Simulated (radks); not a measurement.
The numbers below are computed, except where a source is named.
Task: Coherent X-ray form factor from a spherical all-electron density. Level of theory: scalar-relativistic Kohn-Sham, r2SCAN, spin-unpolarised, spherical densities, finite nucleus; meta-GGA in the generalised Kohn-Sham scheme; Fermi nuclear charge, rms radius of each element as measured or else 0.836 A^(1/3) + 0.57 fm (a radial shooting solver on a logarithmic mesh with Libxc functionals).

sin(theta)/lambda (1/angstrom)  f0 (electrons)
0.05                                    68.234
0.1                                     66.174
0.15                                    63.315
0.2                                     60.065
0.25                                    56.663
0.3                                     53.259
0.4                                     46.856
0.5                                     41.327
0.6                                     36.668
0.8                                     29.317
1                                       23.954
1.25                                    19.483
1.5                                     16.721
2                                       13.223

The species is in the configuration that NIST lists as its ground one. Which atom or ion scatters so?

Result: The lutetium ion Lu2+, [Xe] 4f14 6s1. Extrapolating in s^2 from the first two rows gives f0(0) = 68.9, near the electron count 69; among species with that count, the fall with angle is slower the higher Z, and the table is that of Z = 71; from so few rows the species is fixed only to a neighbour or two.
